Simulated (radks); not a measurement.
Problem. The mean radii <r> (bohr) of the occupied orbitals of an atom or ion are listed with their occupations. Method: scalar-relativistic Kohn-Sham, PBE, spin-unpolarised, spherical densities, finite nucleus; Fermi nuclear charge, rms radius of each element as measured or else 0.836 A^(1/3) + 0.57 fm; computed with a radial shooting solver on a logarithmic mesh with Libxc functionals.

orbital  occ.      <r>
1s          2  0.08994

Name the element and its charge.

Solution. Z = 17, chlorine, charge +15: Cl15+ in [He]. The 1s radius gives Z: for a bare nucleus <r> = (2 gamma + 1)/(2Z) with gamma = sqrt(1 - (Z/c)^2), 0.08778 bohr for Z = 17, and screening makes it slightly larger (0.08994 here). The occupations add up to 2, and the charge is Z minus that.
